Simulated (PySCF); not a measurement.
## Two-component Hartree-Fock for Bi³⁺ (bismuth, charge +3)

Start: [Xe] 4f14 5d10 6s2. Calculated with PySCF 2.14 in x2c-TZVPall-2c (11s11p9d3f, 110 functions): generalised Hartree-Fock with the X2C-1e Hamiltonian and a Gaussian nucleus; one run each with spin-orbit coupling (SO) switched off, then screened by Boettger's factors.

```csv
spinor shell,electrons,"ε, spin-free (eV)","ε, screened SO (eV)",weight of nominal j (screened SO),"rms radius, screened SO (bohr)"
1s1/2,2,-91080.3,-91038.6,1.000,0.0178
2s1/2,2,-16549.5,-16536.3,1.000,0.0718
2p1/2,2,-14182.8,-15864.5,1.000,0.0606
2p3/2,4,-14182.8,-13540.1,1.000,0.0691
3s1/2,2,-4090.6,-4086.2,1.000,0.183
3p1/2,2,-3404.3,-3783.6,1.000,0.175
3p3/2,4,-3404.3,-3256.0,1.000,0.192
3d3/2,4,-2700.9,-2765.8,1.000,0.168
3d5/2,6,-2700.9,-2654.4,1.000,0.172
4s1/2,2,-1000.7,-999.36,1.000,0.401
4p1/2,2,-772.03,-866.63,1.000,0.404
4p3/2,4,-772.03,-734.81,1.000,0.438
4d3/2,4,-504.21,-518.83,1.000,0.446
4d5/2,6,-504.21,-493.55,1.000,0.457
4f5/2,6,-207.95,-210.48,1.000,0.479
5s1/2,2,-209.94,-209.75,1.000,0.890
4f7/2,8,-207.95,-205.04,1.000,0.480
5p1/2,2,-143.16,-161.42,1.000,0.953
5p3/2,4,-143.16,-136.06,1.000,1.04
5d3/2,4,-63.714,-65.700,1.000,1.27
5d5/2,6,-63.714,-62.361,1.000,1.32
6s1/2,2,-42.973,-42.993,1.000,2.18
```

```
   quantity     spin-free   screened SO
E (hartree)  -21512.09413  -21553.25153
        M_J             0             0
       ⟨J²⟩         0.000         0.000
       ⟨L²⟩         0.000         0.208
       ⟨S²⟩         0.000         0.208
```

Breit and QED terms are absent; they matter most for the inner s and p1/2 levels.

Densities and radii are taken from the X2C orbitals without a picture-change correction, which distorts them close to the nucleus.

Without spin-orbit coupling the j labels of p, d and f shells carry no meaning; the spin-free column gives the mean over the occupied spinors of each nl shell.
